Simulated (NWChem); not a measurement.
# iodine monochloride (ICl); SMILES ICl

Results from NWChem. Each level has its own optimisation; frequencies are unscaled.

For level Hartree-Fock/STO-3G (all-electron, non-relativistic):

- r Cl–I (Å): 2.367
- highest harmonic frequency (cm⁻¹): 481

Q: Estimate the same quantities for level Hartree-Fock/3-21G (all-electron, non-relativistic).

A: 
| Property | Result |
|---|---|
| r Cl–I (Å) | 2.492 |
| highest harmonic frequency (cm⁻¹) | 360 |
